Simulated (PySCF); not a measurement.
Bonds (- single, = double, # triple, : aromatic): C1-N2, N2-C3, N2-C4, C4=O5, C4-Si6, Si6-Si7, Si7-P8. C1 carries H9, H10, H11; C3 carries H12, H13, H14; Si6 carries H15, H16; Si7 carries H17, H18; P8 carries H19, H20.

Geometry: PBE0-D3(BJ)/def2-SVP; GIAO absolute shieldings from PySCF 2.14.0 with density-fitted response routines, gas phase, non-relativistic, averaged over equivalent atoms.

At CAM-B3LYP/pcSseg-1 (217 basis functions, 2.7 min wall time on 1 thread of an Intel Xeon, shared host):
| atoms | σ (ppm) |
| --- | --- |
| C4 | -4.8 |
| C1/C3 | 148.1 |
| N2 | 125.9 |
| O5 | -168.4 |
| Si6 | 410.4 |
| Si7 | 420.0 |
| P8 | 589.6 |
| H15/H16 | 26.93 |
| H17/H18 | 27.14 |
| H9/H10/H11/H12/H13/H14 | 28.44 |
| H19/H20 | 29.77 |

Q: Estimate the result of repeating the calculation with PBE0/pcSseg-1.

A: 
| atoms | σ at PBE0/pcSseg-1 | change |
| --- | --- | --- |
| C4 | 3.5 | +8.3 |
| C1/C3 | 149.9 | +1.8 |
| N2 | 124.5 | -1.4 |
| O5 | -167.8 | +0.6 |
| Si6 | 421.0 | +10.6 |
| Si7 | 430.2 | +10.2 |
| P8 | 604.2 | +14.6 |
| H15/H16 | 26.69 | -0.24 |
| H17/H18 | 26.95 | -0.19 |
| H9/H10/H11/H12/H13/H14 | 28.38 | -0.06 |
| H19/H20 | 29.58 | -0.19 |

The largest change is at P8 (phosphorus bonded to Si, 2 H). Cost: 217 basis functions, 2.9 min wall time (2.5 min CPU) on 1 thread of an Intel Xeon, shared host.

The carbons averaged at δ 34.3 differ by 10 ppm in this conformer.
